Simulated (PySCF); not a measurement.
**Te⁺: ionisation energy**

Te⁺ [Kr] 4d10 5s2 5p3 (4S) → Te²⁺ [Kr] 4d10 5s2 5p2 (3P), as a difference of total energies. Calculation: PySCF 2.14, in x2c-TZVPPall; scalar relativity by spin-free X2C-1e. Correlated levels: valence and next inner shell: [Ar] 3d10 frozen. The calculations carry no spin-orbit coupling.

```csv
method,ionisation energy (eV)
UHF,18.361
MP2 (valence and next inner shell),18.942
SCS-MP2 (valence and next inner shell),18.766
CCSD (valence and next inner shell),18.829
CCSD(T) (valence and next inner shell),18.855
```

Question: How much does correlation contribute at CCSD(T) (valence and next inner shell)?

Answer: 18.855 − (18.361) = 0.494 eV, measured against UHF.

The reference lies between the lowest fine-structure levels, while these numbers refer to the centres of the terms.

Errors of the correlated levels include the incompleteness of this basis and the frozen core.

For comparison: 18.6 ± 0.4 eV (measured; NIST Atomic Spectra Database, ionization energies).
